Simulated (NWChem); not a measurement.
System: BH2OCl; SMILES ClBO

Here is an NWChem input.

```
start job
memory heap 200 mb stack 900 mb global 1100 mb
geometry units angstroms noautoz
  B     -0.559168     0.572302     0.000000
  H     -1.759017     0.724972     0.000000
  Cl     0.123323    -1.069454     0.000000
  O      0.238427     1.661251     0.000000
  H      1.188574     1.433105     0.000000
end
basis spherical
  B library def2-svp
  H library def2-svp
  Cl library def2-svp
  O library def2-svp
end
dft
  xc becke88 lyp
  iterations 150
  mulliken
end
task dft energy
```

Parts of the log:

```
             Northwest Computational Chemistry Package (NWChem) 7.3.0
             --------------------------------------------------------

 CS  symmetry detected

                             Geometry "geometry" -> ""
                             -------------------------

 Output coordinates in angstroms (scale by  1.889725989 to convert to a.u.)

  No.       Tag          Charge          X              Y              Z
 ---- ---------------- ---------- -------------- -------------- --------------
    1 B                    5.0000    -0.56976495     0.57762746     0.00000000
    2 H                    1.0000    -1.76696931     0.74981190     0.00000000
    3 Cl                  17.0000     0.08590626    -1.07502253     0.00000000
    4 O                    8.0000     0.24545345     1.65344653     0.00000000
    5 H                    1.0000     1.19176008     1.40986149     0.00000000

 Effective nuclear repulsion energy (a.u.)      84.0504028841

      Symmetry information
      --------------------

 Group name             Cs
 Group number              2
 Group order               2
 No. of unique centers     5

                                 NWChem DFT Module
                                 -----------------

 Summary of "ao basis" -> "ao basis" (spherical)
 ------------------------------------------------------------------------------
       Tag                 Description            Shells   Functions and Types
 ---------------- ------------------------------  ------  ---------------------
 B                          def2-svp                 6       14   3s2p1d
 H                          def2-svp                 3        5   2s1p
 Cl                         def2-svp                 8       18   4s3p1d
 O                          def2-svp                 6       14   3s2p1d

      Symmetry analysis of basis
      --------------------------

        a'         41
        a"         15

            General Information
            -------------------
          SCF calculation type: DFT
          Wavefunction type:  closed shell.
          No. of atoms     :     5
          No. of electrons :    32
           Alpha electrons :    16
            Beta electrons :    16
          Charge           :     0
          Spin multiplicity:     1
          Use of symmetry is: on ; symmetry adaption is: on
          Maximum number of iterations: 150
          AO basis - number of functions:    56
                     number of shells:    26
          Convergence on energy requested:  1.00D-06
          Convergence on density requested:  1.00D-05
          Convergence on gradient requested:  5.00D-04

              XC Information
              --------------
                    Becke 1988 Exchange Functional  1.000
              Lee-Yang-Parr Correlation Functional  1.000

             Grid Information
             ----------------
          Grid used for XC integration:  medium
          Radial quadrature: Mura-Knowles
          Angular quadrature: Lebedev.
          Tag              B.-S. Rad. Rad. Pts. Rad. Cut. Ang. Pts.
          ---              ---------- --------- --------- ---------
          B                   0.85       49           7.0       434
          H                   0.35       45           9.0       434
          Cl                  1.00       88           8.0       590
          O                   0.60       49           8.0       434
          Grid pruning is: on
          Number of quadrature shells:   276
          Spatial weights used:  Erf1

      Superposition of Atomic Density Guess
      -------------------------------------

 Sum of atomic energies:        -559.51722575

      Non-variational initial energy
      ------------------------------

 Total energy =    -560.424447
 1-e energy   =    -937.974674
 2-e energy   =     293.499824
 HOMO         =      -0.411433
 LUMO         =       0.048454

      Symmetry analysis of molecular orbitals - initial
      -------------------------------------------------

  Numbering of irreducible representations:

     1 a'          2 a"

  Orbital symmetries:

     1 a'          2 a'          3 a'          4 a'          5 a'
     6 a"          7 a'          8 a'          9 a'         10 a'
    11 a'         12 a'         13 a"         14 a'         15 a"
    16 a'         17 a"         18 a'         19 a'         20 a'
    21 a'         22 a'         23 a'         24 a"         25 a'
    26 a'

     ---------------------------------------------
      Total Density - Mulliken Population Analysis
     ---------------------------------------------

    Atom       Charge   Shell Charges
 -----------   ------   -------------------------------------------------------
    1 B    5     4.49   1.99  0.83  0.17  1.08  0.29  0.12
    2 H    1     1.05   0.71  0.33  0.01
    3 Cl  17    17.29   2.00  1.99  1.22  0.70  5.94  2.16  3.26  0.01
    4 O    8     8.51   1.99  1.11  0.57  3.07  1.77  0.01
    5 H    1     0.65   0.51  0.08  0.06

   convergence    iter        energy       DeltaE   RMS-Dens  Diis-err
 ---------------- ----- ----------------- --------- --------- ---------
 d= 0,ls=0.0,diis     1   -561.2396386164 -6.45D+02  2.33D-02  5.90D-01
 d= 0,ls=0.0,diis     2   -561.1049757301  1.35D-01  1.48D-02  1.94D+00
 d= 0,ls=0.0,diis     3   -561.3024327227 -1.97D-01  4.43D-03  7.90D-02
 d= 0,ls=0.0,diis     4   -561.3074303974 -5.00D-03  2.43D-03  2.28D-02
 d= 0,ls=0.0,diis     5   -561.3105813656 -3.15D-03  3.89D-04  6.11D-04
  Resetting Diis
 d= 0,ls=0.0,diis     6   -561.3106601939 -7.88D-05  5.39D-05  9.35D-06
 d= 0,ls=0.0,diis     7   -561.3106613485 -1.15D-06  2.51D-05  7.54D-07
 d= 0,ls=0.0,diis     8   -561.3106613179  3.06D-08  1.40D-05  1.12D-06
 d= 0,ls=0.0,diis     9   -561.3106614287 -1.11D-07  3.43D-06  1.23D-07

         Total DFT energy =     -561.310661428670
      One electron energy =     -940.046224278092
           Coulomb energy =      336.306392168176
    Exchange-Corr. energy =      -41.621232202892
 Nuclear repulsion energy =       84.050402884137

 Numeric. integr. density =       31.999998699895

                  Occupations of the irreducible representations
                  ----------------------------------------------

                     irrep           alpha         beta
                     --------     --------     --------
                     a'               13.0         13.0
                     a"                3.0          3.0

                       DFT Final Molecular Orbital Analysis
                       ------------------------------------

 Vector   14  Occ=2.000000D+00  E=-3.013825D-01  Symmetry=a'
              MO Center= -3.7D-01,  6.2D-01,  5.4D-16, r^2= 2.8D+00
   Bfn.  Coefficient  Atom+Function         Bfn.  Coefficient  Atom+Function
  ----- ------------  ---------------      ----- ------------  ---------------
    42      0.349675  4 O  py                31      0.322684  3 Cl py
    28      0.272038  3 Cl py                15     -0.263223  2 H  s
    45      0.220439  4 O  py                16     -0.209089  2 H  s
    40      0.193419  4 O  s                  4     -0.181232  1 B  px
     5      0.180285  1 B  py                52     -0.169932  5 H  s

 Vector   15  Occ=2.000000D+00  E=-2.800115D-01  Symmetry=a"
              MO Center=  1.1D-01, -4.7D-01, -1.3D-15, r^2= 2.2D+00
   Bfn.  Coefficient  Atom+Function         Bfn.  Coefficient  Atom+Function
  ----- ------------  ---------------      ----- ------------  ---------------
    32      0.569334  3 Cl pz                29      0.429948  3 Cl pz
    43     -0.309660  4 O  pz                26      0.250039  3 Cl pz
    46     -0.227688  4 O  pz                11     -0.032772  1 B  d -1
     9      0.029869  1 B  pz                 6     -0.026985  1 B  pz

 Vector   16  Occ=2.000000D+00  E=-2.666510D-01  Symmetry=a'
              MO Center= -7.1D-02, -7.3D-01, -1.1D-15, r^2= 2.0D+00
   Bfn.  Coefficient  Atom+Function         Bfn.  Coefficient  Atom+Function
  ----- ------------  ---------------      ----- ------------  ---------------
    30      0.558738  3 Cl px                27      0.432720  3 Cl px
    24      0.249858  3 Cl px                31      0.194600  3 Cl py
    16      0.164115  2 H  s                 15      0.161302  2 H  s
    42      0.144769  4 O  py                28      0.140251  3 Cl py
     4      0.127781  1 B  px                45      0.084836  4 O  py

 Vector   17  Occ=0.000000D+00  E=-3.391598D-02  Symmetry=a"
              MO Center= -4.7D-01,  5.2D-01,  6.1D-17, r^2= 2.2D+00
   Bfn.  Coefficient  Atom+Function         Bfn.  Coefficient  Atom+Function
  ----- ------------  ---------------      ----- ------------  ---------------
     6      0.606811  1 B  pz                 9     -0.562326  1 B  pz
    32      0.327154  3 Cl pz                46      0.310024  4 O  pz
    43      0.305554  4 O  pz                29      0.175497  3 Cl pz
    26      0.099659  3 Cl pz                34     -0.068839  3 Cl d -1
    36     -0.031143  3 Cl d  1              19     -0.025419  2 H  pz

 Vector   18  Occ=0.000000D+00  E= 1.787554D-02  Symmetry=a'
              MO Center=  1.2D+00,  1.3D+00,  5.7D-17, r^2= 2.5D+00
   Bfn.  Coefficient  Atom+Function         Bfn.  Coefficient  Atom+Function
  ----- ------------  ---------------      ----- ------------  ---------------
    53      1.251265  5 H  s                 40     -0.822447  4 O  s
    16     -0.375179  2 H  s                  3      0.358954  1 B  s
    44     -0.339021  4 O  px                41     -0.263864  4 O  px
    52      0.226668  5 H  s                 39     -0.191741  4 O  s
     7     -0.164742  1 B  px                 5     -0.149327  1 B  py

 Vector   19  Occ=0.000000D+00  E= 8.488424D-02  Symmetry=a'
              MO Center= -4.8D-01,  1.9D-02, -6.5D-16, r^2= 3.2D+00
   Bfn.  Coefficient  Atom+Function         Bfn.  Coefficient  Atom+Function
  ----- ------------  ---------------      ----- ------------  ---------------
     3      1.909730  1 B  s                 16     -1.024693  2 H  s
    23     -0.808770  3 Cl s                 31     -0.679197  3 Cl py
     8     -0.445140  1 B  py                 2      0.390288  1 B  s
     5      0.368350  1 B  py                53     -0.355131  5 H  s
    22     -0.308926  3 Cl s                 30      0.305930  3 Cl px

     ---------------------------------------------
      Total Density - Mulliken Population Analysis
     ---------------------------------------------

    Atom       Charge   Shell Charges
 -----------   ------   -------------------------------------------------------
    1 B    5     5.03   1.99  0.82  0.11  1.55  0.43  0.14
    2 H    1     1.03   0.74  0.27  0.01
    3 Cl  17    17.08   2.00  1.98  1.29  0.64  5.93  2.19  3.04  0.02
    4 O    8     8.04   1.99  1.10  0.54  2.90  1.50  0.01
    5 H    1     0.82   0.68  0.08  0.07

     -------------------------------------------
      Total Density - Lowdin Population Analysis
     -------------------------------------------

    Atom       Charge   Shell Charges
 -----------   ------   -------------------------------------------------------
    1 B    5     5.28   1.96  0.55  0.28  1.41  0.76  0.32
    2 H    1     1.05   0.65  0.37  0.03
    3 Cl  17    16.84   2.00  1.95  1.03  0.74  5.82  2.27  3.01  0.02
    4 O    8     7.94   1.97  0.86  0.55  2.70  1.84  0.02
    5 H    1     0.89   0.55  0.18  0.17

     Multipole analysis of the density
     ---------------------------------

     L   x y z        total         alpha         beta         nuclear
     -   - - -        -----         -----         ----         -------
     0   0 0 0     -0.000000    -16.000000    -16.000000     32.000000

     1   1 0 0      0.537101      0.268551      0.268551      0.000000
     1   0 1 0      0.113483      0.056742      0.056742     -0.000000
     1   0 0 1     -0.000000     -0.000000     -0.000000      0.000000

     2   2 0 0    -16.649550    -20.418310    -20.418310     24.187070
     2   1 1 0      1.327618     -0.026382     -0.026382      1.380381
     2   1 0 1      0.000000      0.000000      0.000000      0.000000
     2   0 2 0    -19.830230    -91.577726    -91.577726    163.325221
     2   0 1 1     -0.000000     -0.000000     -0.000000      0.000000
     2   0 0 2    -17.903396     -8.951698     -8.951698      0.000000
```

Level: BLYP/def2-SVP. All runs use the structure optimised with PBE-D3(BJ)/def2-SVP.
